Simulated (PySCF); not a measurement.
H2MgOSe, SMILES [SeH][Mg][OH]. Atoms are numbered in the order given.

```xyz
5

Mg    -0.0046     1.2090     0.0000
O      0.0055     2.9615     0.0000
H     -0.0061     3.9077     0.0000
Se    -0.0415    -1.2027     0.0000
H      1.4295    -1.2153     0.0000
```

The structure is a stationary point at PBE0-D3(BJ)/def2-TZVP. The geometry has at least one imaginary mode, so it is a saddle point at that level. The values are those of a single conformer.

All values below come from TDA-CAM-B3LYP/def2-SVPD run with PySCF.

Vertical excitations.  State labels are in the subgroup Cs.

Computed UV-visible absorptions:
| state | symmetry | energy (eV) | λ (nm) | f | main pairs |
|---|---|---|---|---|---|
| S1 | A" | 4.39 | 282 | 0.051 | HOMO→LUMO 95 % |
| S2 | A" | 5.37 | 231 | 0.000 | HOMO→LUMO+1 53 %, HOMO→LUMO+4 31 %, HOMO→LUMO+3 13 % |
| S3 | A' | 5.81 | 213 | 0.077 | HOMO−1→LUMO 65 %, HOMO→LUMO+2 25 % |
| S4 | A" | 5.83 | 213 | 0.019 | HOMO→LUMO+1 29 %, HOMO→LUMO+3 26 %, HOMO−3→LUMO 16 %, HOMO→LUMO+4 11 % |
| S5 | A' | 5.88 | 211 | 0.042 | HOMO−2→LUMO 91 % |
| S6 | A" | 5.90 | 210 | 0.039 | HOMO−3→LUMO 76 % |
| S7 | A' | 6.40 | 194 | 0.186 | HOMO→LUMO+2 45 %, HOMO−1→LUMO 15 %, HOMO−1→LUMO+3 11 %, HOMO−1→LUMO+4 11 % |
| S8 | A" | 6.86 | 181 | 0.037 | HOMO→LUMO+3 37 %, HOMO→LUMO+4 30 %, HOMO→LUMO+5 22 % |
| S9 | A' | 7.01 | 177 | 0.160 | HOMO−1→LUMO+1 66 %, HOMO→LUMO+2 11 % |
| S10 | A" | 7.11 | 174 | 0.000 | HOMO−3→LUMO+1 88 % |
| T1 | A" | 4.09 | 303 | 0 | HOMO→LUMO 92 % |
| T2 | A" | 5.01 | 247 | 0 | HOMO→LUMO+4 46 %, HOMO→LUMO+1 28 %, HOMO→LUMO+3 19 % |
| T3 | A' | 5.16 | 240 | 0 | HOMO−1→LUMO 89 % |
| T4 | A" | 5.55 | 223 | 0 | HOMO−3→LUMO 87 % |
Triplets are in the Tamm–Dancoff approximation.
